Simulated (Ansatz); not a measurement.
Reaction (formal exchange of groups at the Al–C bond): `C[CH2][AlH][SiH3]` + `CC[Te]C` → `C[Te][AlH][SiH3]` + `CCCC`

Calculated with Ansatz (gas phase, PBE0-D4/def2-TZVP geometries, no zero-point term in ΔE). CCSD(T)/CBS adds triple-zeta CCSD(T) − MP2 to the extrapolated MP2 energy (def2 sets, frozen cores). Functionals use def2-TZVPP. Elements past krypton have def2 core potentials. For Te outer-core shells are correlated without core-valence functions, which leaves a few kJ/mol of doubt a bond. Each species was taken in one conformer, which may not be the lowest.

`C[CH2][AlH][SiH3]`:

Cartesian coordinates in Å:
```
C -0.478 -1.396 1.032
C 0.229 -1.488 -0.319
Al 0.630 0.208 -1.217
Si -0.024 2.329 -0.149
H 0.112 -0.830 1.759
H -0.669 -2.381 1.469
H -1.443 -0.888 0.949
H 1.176 -2.037 -0.221
H -0.361 -2.095 -1.020
H 1.373 0.192 -2.627
H -1.497 2.370 0.095
H 0.325 3.543 -0.940
H 0.626 2.472 1.188
```

`CC[Te]C`:

Cartesian coordinates in Å:
```
C 1.757 0.077 -1.210
C 0.516 0.398 -0.403
Te -0.348 -1.389 0.425
C -1.961 -0.368 1.386
H 2.191 0.990 -1.627
H 2.523 -0.401 -0.594
H 1.532 -0.593 -2.043
H 0.743 1.059 0.434
H -0.252 0.866 -1.021
H -2.572 0.140 0.643
H -1.568 0.341 2.113
H -2.561 -1.120 1.898
```

`C[Te][AlH][SiH3]`:

```xyz
11

C    -2.234   -0.058   -0.008
Te   -1.399   -1.117    1.672
Al    1.039   -0.744    1.205
Si    1.785    0.529   -0.753
H    -2.775    0.807    0.369
H    -1.438    0.257   -0.677
H    -2.912   -0.734   -0.523
H     2.034   -1.384    2.262
H     0.671    0.905   -1.669
H     2.456    1.793   -0.329
H     2.773   -0.253   -1.550
```

`CCCC`:

Cartesian coordinates in Å:
```
C 0.884 -0.932 1.463
C -0.208 -0.553 0.478
C 0.208 0.554 -0.477
C -0.883 0.931 -1.464
H 1.175 -0.075 2.077
H 0.560 -1.728 2.137
H 1.780 -1.282 0.942
H -1.105 -0.238 1.024
H -0.504 -1.435 -0.102
H 1.106 0.240 -1.022
H 0.502 1.437 0.103
H -1.781 1.279 -0.944
H -1.172 0.074 -2.078
H -0.560 1.729 -2.137
```

```
             level  ΔE (kJ/mol)
               PBE       -137.7
            r2SCAN       -141.4
              PBE0       -143.5
    MP2/def2-TZVPP       -138.5
SCS-MP2/def2-TZVPP       -136.0
   CCSD/def2-TZVPP       -138.7
CCSD(T)/def2-TZVPP       -138.1
     MP2/CBS(def2)       -137.8
```

**Question.** What does CCSD(T)/CBS give? (Best estimate.)

**Answer.** Ansatz gave: -137.4 kJ/mol. The listed levels differ from it by -0.3, -4.0, -6.1, -1.1, 1.4, -1.3, -0.7, -0.4 kJ/mol.

Largest T1 diagnostic among the species: 0.012.

From PBE to PBE0 (25 % exact exchange), in def2-TZVPP and without D4, ΔE moves by −5.8 kJ/mol. In def2-TZVPP, CCSD(T) changes the Hartree–Fock value by +12.0 kJ/mol (the triples alone add +0.6 kJ/mol) and MP2 by +11.6 kJ/mol.
